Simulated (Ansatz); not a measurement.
SbMe2Br (C₂H₆BrSb). Total charge 0; singlet. Geometry relaxed at B3LYP-D4/def2-SVP.

| atom | x (Å) | y (Å) | z (Å) |
| --- | --- | --- | --- |
| Sb1 | -0.917 | -0.740 | 0.640 |
| C2 | 1.196 | -1.078 | 0.195 |
| H3 | 1.428 | -0.665 | -0.797 |
| H4 | 1.413 | -2.156 | 0.208 |
| H5 | 1.804 | -0.574 | 0.963 |
| C6 | -0.807 | 1.393 | 0.177 |
| H7 | -1.821 | 1.812 | 0.124 |
| H8 | -0.299 | 1.530 | -0.788 |
| H9 | -0.242 | 1.902 | 0.974 |
| Br10 | -1.754 | -1.425 | -1.694 |

In the def2 sets Sb takes a core potential; there is no spin–orbit coupling.

Question: Estimate the harmonic wavenumbers at RKS B3LYP-D4/def2-SVP (Ansatz, unscaled). Is this a minimum?

Answer: 105, 125, 133, 142, 183, 237, 500, 502, 723, 750, 762, 834, 1209, 1223, 1420, 1429, 1430, 1442, 3038, 3040, 3145, 3147, 3166, 3168 cm⁻¹. Yes, no mode is imaginary beyond noise. Zero-point energy 190.5 kJ/mol. Run time 1.7 min (4 threads of Arm Neoverse V1 on a shared host).
